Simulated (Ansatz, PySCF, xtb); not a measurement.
Complex: H2S (SMILES S) (first 3 atoms) with C3H6 (SMILES C=CC); geometry from B3LYP-D3(BJ)/def2-TZVP, rigid monomers moved along the line of their centres of mass till H2···C4 is 2.40 Å.
(charge 0, multiplicity 1):
```xyz
12

S      0.122     0.463     0.729
H      0.651     0.153     1.927
H      1.245     0.133     0.072
C      1.183     0.228     4.267
C      0.084    -0.511     4.158
C     -1.289     0.020     3.898
H      1.149     1.309     4.178
H      2.151    -0.218     4.456
H      0.168    -1.590     4.255
H     -1.973    -0.255     4.706
H     -1.287     1.107     3.805
H     -1.702    -0.404     2.979
```

Interaction energies are E(AB) − E(A) − E(B) at the monomers' geometry in the complex; basis-set methods are counterpoise corrected. Rows marked so take none.

Cores are frozen in the correlated methods. Rows in 3-21G, 6-31G* carry no dispersion term and start afresh at each structure (6-31G* with six Cartesian d functions).

Run with Ansatz (Gaussian basis) for Hartree–Fock, density functionals and correlated methods; PySCF for 3-21G rows, 6-31G* rows, the dispersion terms; xtb for the GFN methods. Values without a source in brackets are computed.

```json
[
 {"level": "GFN1-xTB", "interaction energy (meV)": "-40.6"},
 {"level": "HF/3-21G (no counterpoise)", "interaction energy (meV)": "2.0"},
 {"level": "HF/6-31G* (no counterpoise)", "interaction energy (meV)": "82.5"},
 {"level": "PBE-D4/def2-TZVPPD", "interaction energy (meV)": "-100.0"},
 {"level": "B3LYP-D3(BJ)/def2-TZVPPD", "interaction energy (meV)": "-86.6"},
 {"level": "B3LYP-D4/def2-TZVPPD", "interaction energy (meV)": "-72.2"},
 {"level": "PBE0/def2-TZVPPD", "interaction energy (meV)": "-22.1"},
 {"level": "SCS-MP2/aug-cc-pV(D+d)Z", "interaction energy (meV)": "(withheld)"},
 {"level": "CCSD(T)/aug-cc-pV(D+d)Z", "interaction energy (meV)": "(withheld)"}
]
```

Question: What belongs in the gaps?

Answer: 
- SCS-MP2/aug-cc-pV(D+d)Z, interaction energy (meV): -7.9
- CCSD(T)/aug-cc-pV(D+d)Z, interaction energy (meV): -23.8

Ansatz is an electronic-structure program.
